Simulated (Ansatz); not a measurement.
Mulliken charges of F$_{2}$H$_{4}$In$_{2}$S$_{2}$ (`[F][In@H-]1[SH+][In@@H-]([F])[SH+]1`) from PBE/def2-TZVPP in Ansatz (PBE0-D4/def2-TZVP geometry).

```csv
atom,x (Å),y (Å),z (Å),charge (e)
F1,-1.271,1.448,1.907,-0.452
In2,0.335,0.341,1.755,0.723
S3,-0.709,-1.667,0.539,-0.359
In4,0.390,-0.770,-1.604,0.723
F5,-1.199,0.012,-2.434,-0.452
S6,1.270,1.335,-0.422,-0.359
H7,1.449,0.001,2.988,-0.091
H8,-1.816,-0.943,0.281,0.179
H9,1.537,-1.767,-2.358,-0.091
H10,0.097,1.959,-0.648,0.179
```

Task: By hand: the dipole of these point charges (1 e Å = 4.8032 D).

Result: Σ q r = (0.860, -0.508, 0.182) e Å, of length 1.015 e Å = 4.88 D.

Task: How does the dipole of the full density compare? (Estimate.)

Result: Ansatz gave: (0.617, -0.365, 0.131) e Å, 3.50 D; the point charges give 1.39 times that, at 0° from its direction.

Point charges leave out the atoms' own dipoles, such as those of lone pairs, and Mulliken's split depends on the basis, so the two needn't agree.
